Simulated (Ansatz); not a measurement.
CrS2(OH)2 (CrS2O2H2), relaxed as a singlet with RKS PBE-D4/def2-SVP in Ansatz, starting from the GFN2-xTB geometry. Force threshold 0.02 eV/Å.

The restricted singlet is unstable towards broken spin symmetry in Hartree–Fock (as tested in another run); at PBE-D4/def2-SVP this wasn't settled.

Start:

```xyz
7

Cr    0.007    0.140    0.045
S     1.674    1.188    0.718
S    -1.533    1.538    0.123
O    -0.341   -0.966    1.266
H    -0.539   -1.574    1.979
O     0.284   -0.115   -1.596
H     0.448   -0.210   -2.535
```

**Question.** Estimate the energy that the relaxation releases and the steps that it takes.

**Answer.** 1.04 eV, in 26 steps; 14 s on 4 threads of AMD EPYC 9R45 on a shared host. The force fell under the threshold at step 10, but the optimiser went on and released 0.178 eV more. No frequencies were taken in this run, so the end may be a saddle point.

**Question.** Does the start keep its bonding and symmetry?

**Answer.** By distances, no bond broke or formed. The bond that changes most is Cr1–S3, from 2.08 to 2.00 Å (atoms count from 1). Point group C2v at the start, C2 at the end, both within 0.05 Å.

**Question.** Predict the relaxed structure.

**Answer.** 
```
atom   x (Å)   y (Å)   z (Å)
 Cr1   0.022   0.311   0.110
  S2   1.736   1.276   0.482
  S3  -1.544   1.497   0.499
  O4  -0.020  -1.111   1.120
  H5  -0.936  -1.419   1.290
  O6  -0.068  -0.156  -1.569
  H7   0.810  -0.399  -1.933
```
Bond lengths: 2 × Cr–S 2.00 Å; 2 × Cr–O 1.75 Å; 2 × H–O 0.98 Å.
